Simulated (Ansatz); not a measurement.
Ideal-gas functions of Br3HSn, SMILES `[Br][SnH]([Br])[Br]` at 298.15 K and 1 bar, from an Ansatz frequency run at PBE0-D4/def2-TZVP.

Molar mass 359.43 g/mol, point group C3v (symmetry number 3), electronic degeneracy 1, moments of inertia 696.267, 696.326, 1261.559 u Å². Harmonic wavenumbers (cm⁻¹, unscaled): 71, 71, 94, 245, 277, 277, 548, 548, 1981.

Use S(trans) = R[1.5 ln M + 2.5 ln T − 1.1517]; rotational temperatures θ = 24.2544 K / I; S(rot) = R[ln(√π/σ · √(T³/θAθBθC)) + 1.5]; for each mode x = 1.438777 ν̃/T, S = R[x/(eˣ − 1) − ln(1 − e⁻ˣ)] and H = RT x/(eˣ − 1); 1 cm⁻¹ = 0.0119627 kJ/mol; R = 8.31446 J/(mol·K).

Task: By hand: the entropy, in J/(mol·K).

Result: Translation 182.2. Rotation: θ = 0.0348, 0.0348, 0.0192 K, giving 123.5. Vibration, mode by mode: 17.26, 17.26, 14.96, 7.39, 6.49, 6.49, 2.29, 2.29, 0.01, in all 74.5. Electronic 0.0. Sum 380.2 J/(mol·K).

Task: By hand: H − E and G − E in kJ/mol, counted from the electronic energy.

Result: Zero-point energy ½ × 4112 × 0.0119627 = 24.6; thermal vibration 10.8; translation, rotation and pV give 4 RT = 9.9. H − E = 45.3 kJ/mol, and G − E = 45.3 − 298.15 × 380.2/1000 = -68.1 kJ/mol.

Vibration gives 20 % of the entropy, 49.5 J/(mol·K) of it from the modes under 150 cm⁻¹: soft modes count most, and the harmonic formula is weakest for them.
